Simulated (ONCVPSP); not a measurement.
# Building the ONCV potential for Sb (PBE, scalar-relativistic).

```
Element                 : Sb (Z = 51)
Generator               : ONCVPSP 4.0.1
Type                    : optimised norm-conserving Vanderbilt (ONCV)
Functional              : PBE
Relativity              : scalar-relativistic
Frozen core             : [Kr] 4d10
Valence charge          : 5
Reference configuration : 5s2 5p3
Partial waves           : 5s: rc 2.60 bohr, ncon 4, nbas 8, qcut 3.3 1/bohr, 2 projectors, debl 2.1 Ha; 5p: rc 2.00 bohr, ncon 4, nbas 9, qcut 4.2 1/bohr, local
Local potential         : the p channel
Core correction         : polynomial model core, fcfact 0.6
```

All-electron outer shells of the reference configuration (PBE, scalar-relativistic, ld1.x):

| shell | level (eV) | outermost node (bohr) | outermost maximum (bohr) |
| --- | --- | --- | --- |
| 4p | -101.79 | 0.39 | 0.76 |
| 4d | -33.51 | 0.38 | 0.84 |
| 5s | -12.83 | 0.95 | 1.90 |
| 5p | -4.83 | 1.04 | 2.35 |

(1) Estimate the cutoffs (Ha) at which the residual kinetic energy of the hardest occupied pseudo-wave falls to 1 and 0.1 mHa per electron.

(2) What does a ghost test show?

(3) Tests: 5s2 5p2; 5s2 5p1; 5s2 5p0; 5s2 5p2.5. Which has the largest error in its energy relative to the reference configuration, and how large is it?

Results:

(1) 6.3 Ha and 14 Ha.

(2) No bound ghost flagged; no localised positive-energy state flagged.

(3) 5s2 5p0, with -122 meV (all-electron minus pseudo) on +48.70 eV.
